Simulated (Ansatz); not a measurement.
C3H5N, SMILES `C=C=NC` (charge 0, multiplicity 1).

Cartesian coordinates (Å):
```xyz
9

C      1.9848     0.0032     0.2409
C      0.7278    -0.3342     0.0955
N     -0.4108    -0.7141    -0.0714
C     -1.5928     0.0531     0.3006
H      2.5025     0.5382    -0.5423
H      2.5202    -0.2537     1.1435
H     -1.3466     1.0164     0.7547
H     -2.1859    -0.5384     0.9984
H     -2.1970     0.2148    -0.5924
```
Charge 0, multiplicity 1.

Frozen-core energies in 6-31g from Ansatz (a first-principles code) at a geometry from B3LYP-D3(BJ)/def2-TZVP; the HF reference has <S^2> = 0.00 and the T1 diagnostic is 0.013.

```
level     energy (Ha)  difference from CCSDT(Q) (mHa)
--------  -----------  ------------------------------
HF         -170.82325                          423.22
MP2        -171.19866                           47.82
CCSD       -171.23124                           15.23
CCSD(T)    -171.24454                            1.93
CCSDT      -171.24522                            1.25
CCSDT(Q)   -171.24647                            0.00
```
